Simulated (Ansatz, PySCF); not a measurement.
Spin states of Cl3Nb (SMILES [Cl][Nb]([Cl])[Cl]), each relaxed with B3LYP-D3(BJ)/def2-TZVP.
State 1 (charge 0, multiplicity 3):
```xyz
4

Nb     0.0710    -0.0001    -0.0382
Cl     2.2241    -0.4189    -0.6617
Cl    -0.9485    -0.8405     1.8430
Cl    -1.4046     1.3266    -1.1992
```
State 2 (charge 0, multiplicity 1):
```xyz
4

Nb    -0.0144     0.0168    -0.0139
Cl     2.1170    -0.4005    -0.6271
Cl    -0.8461    -0.8998     1.8733
Cl    -1.3145     1.3506    -1.2882
```

Singlets are restricted, other states unrestricted; no spin–orbit coupling, no relativity up to Kr; see below for the cores. The largest T1 diagnostic is 0.025.

Run with Ansatz (a quantum-chemistry and plane-wave program); PySCF for the dispersion terms.  In def2 rows elements past Kr take small-core potentials, without spin–orbit coupling.

One of these levels gives 4.82 kcal/mol for the energy of the multiplicity-1 state less that of the multiplicity-3 state. Name it.
(A) SVWN5/def2-TZVPP
(B) PBE0/def2-TZVPP
(C) BLYP-D4/def2-TZVPP
(D) PBE-D4/def2-TZVPP

A, SVWN5/def2-TZVPP. The others give 9.21 (PBE-D4/def2-TZVPP), 6.03 (BLYP-D4/def2-TZVPP), 12.35 (PBE0/def2-TZVPP)
